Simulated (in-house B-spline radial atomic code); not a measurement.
Results of a calculation; reference values are marked as such.
## Stopping and range of 120 keV Sn in Ge

The pair potential comes from two frozen, spherical free-atom densities (PBE, B-spline radial code, scalar-relativistic past argon): electrostatics plus the change in Thomas-Fermi kinetic and Dirac exchange energy where they overlap, the recipe behind the universal ZBL potential, which averages such potentials (from solid-state densities) over many pairs. It is written V = (Z1 Z2 e²/r) φ(r/a), with e² = 14.3996 eV·Å and a = 0.46850 Å/(Z1^0.23 + Z2^0.23); ZBL's fit is φ = 0.18175 e^(−3.1998x) + 0.50986 e^(−0.94229x) + 0.28022 e^(−0.4029x) + 0.02817 e^(−0.20162x). Where φ falls below 4e-4 it is continued as an exponential.

The target is taken as amorphous, with density 5.3234 g/cm³ (NSM archive of the Ioffe Institute); channelling is ignored. Masses: Sn 118.71, Ge 72.63 u. Nuclear stopping is S_n = 4π a Z1 Z2 e² M1/(M1 + M2) × s_n(ε), with s_n integrated over impact parameters for each pair. Electronic stopping is Lindhard and Scharff's S_e = Z1^(1/6) 8π e² a0 Z1 Z2/(Z1^(2/3) + Z2^(2/3))^(3/2) × v/v0, with a0 = 0.529177 Å and v = v0 at 24.801 keV/u; it misses the oscillations with Z1 seen in experiment, which reach tens of per cent. Compounds add by atom fraction.

| target atom | a (Å) | ε at this energy | s_n, this pair | s_n, ZBL potential |
| --- | --- | --- | --- | --- |
| Ge | 0.10015 | 0.198 | 0.3494 | 0.3448 |

Q: What are the atom density and the stopping powers at entry?

A: N = 5.3234 × 0.602214/72.63 = 0.04414 atoms/Å³. For Ge: S_n = 17990 × 0.3494 = 6284 eV·Å², S_e = 2.9799 × √120000 = 1032 eV·Å². Averaged over the target's atoms and times N × 10 Å/nm, the ion loses N S_n = 2770 eV/nm to recoils and N S_e = 456 eV/nm to electrons; the nuclear share is 86 %.

Along the track:

```
E (keV)  N S_n (eV/nm)  N S_e (eV/nm)
      6           1300            102
     18           1920            176
     36           2310            250
     60           2560            322
     90           2700            395
    120           2770            456
```

Q: Estimate the path length and the projected range.

A: With continuous slowing down the path is the integral of dE/(N (S_n + S_e)). Trapezoids over the table give 43.3 nm, and the stretch below the first row, with stopping taken as √E, adds 2E/(N S) = 8.6 nm: 51.9 nm in all, against 50.8 nm on a fine grid from 5 eV. Deflections shorten the depth: to first order in the energy passed on, N (S_n + S_e) dR_p/dE = 1 − N S_n (M2/M1) R_p/(2E), summed over the target's atoms, and integrating this on the fine grid gives R_p = 35.7 nm, 0.70 of the path. Lindhard's rule of thumb R/(1 + M2/3M1), with mean M2/M1 = 0.61, gives 42.2 nm. On the ZBL potential the same equation gives 36.1 nm, and the full integral equation, which keeps hard collisions, 37.8 nm.
